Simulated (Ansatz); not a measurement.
```xyz
7

S     0.0243    0.0435   -0.0043
F     1.5321   -0.0120   -0.0009
F    -1.5446   -0.0345    0.0028
F    -0.0106    1.6172    0.0324
F    -0.0453   -1.5864   -0.0203
F    -0.0121    0.0430    1.5582
F     0.0309   -0.0065   -1.6194
```

Basis set: cc-pVDZ (spherical functions). Left uncorrelated: 11 orbitals. Charge 0, multiplicity 1.

Computed with Ansatz (development build ahead of 0.2.0); each method stands on the lowest determinant of its kind that the runs found. Restricted open shells among the atoms or ions are ROHF, correlated in semicanonical orbitals with singles.

Q: Give the atomization energy at this shape (free ground-state atoms in the same class of orbitals less the molecule, no zero-point energy) of singlet SF₆ by RHF-MP2, RHF.

A:

| method | atomization energy |
| --- | --- |
| RHF-MP2 | 1605.8 kJ/mol |
| RHF | 712.0 kJ/mol |

Caution: the shape is not the minimum.
